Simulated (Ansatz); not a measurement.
C$_{3}$H$_{9}$InS$_{3}$ (`C[S][In]([S]C)[S]C`). Charge 0, multiplicity 1. In: def2 effective core potential. The geometry is a stationary point of PBE0-D4/def2-TZVP. It is one conformer, not always the lowest.

```xyz
16

C    -2.882   -0.845    1.249
S    -1.290   -0.325    1.965
In    0.000    0.000    0.000
S    -0.971   -0.377   -2.132
C     0.435    0.012   -3.224
S     2.262    0.701    0.167
C     2.447    0.834    1.975
H    -2.782   -1.769    0.681
H    -3.555   -1.022    2.088
H    -3.308   -0.069    0.616
H     0.760    1.044   -3.105
H     0.081   -0.128   -4.245
H     1.274   -0.661   -3.049
H     1.768    1.576    2.393
H     2.289   -0.126    2.464
H     3.472    1.155    2.157
```

(1) What is the dipole moment at B3LYP/def2-TZVPP? (An estimate is asked.)

(2) Give the Mulliken charges with B3LYP, PBE, r2SCAN in def2-TZVPP. (An estimate is asked.)

## Answers

(1) Computed: 0.00 D, zero by symmetry or nearly so.

(2) Computed: 
```tsv
atom	B3LYP	PBE	r2SCAN
C1	-0.28	-0.27	-0.15
S2	-0.31	-0.31	-0.34
In3	0.64	0.59	0.63
S4	-0.31	-0.31	-0.34
C5	-0.28	-0.27	-0.15
S6	-0.31	-0.31	-0.34
C7	-0.28	-0.27	-0.15
H8	0.13	0.13	0.09
H9	0.12	0.12	0.09
H10	0.13	0.13	0.09
H11	0.13	0.13	0.09
H12	0.12	0.12	0.09
H13	0.13	0.13	0.09
H14	0.13	0.13	0.09
H15	0.13	0.13	0.09
H16	0.12	0.12	0.09
```

B3LYP here is the variant with VWN-RPA as its local correlation; programs differ in this.
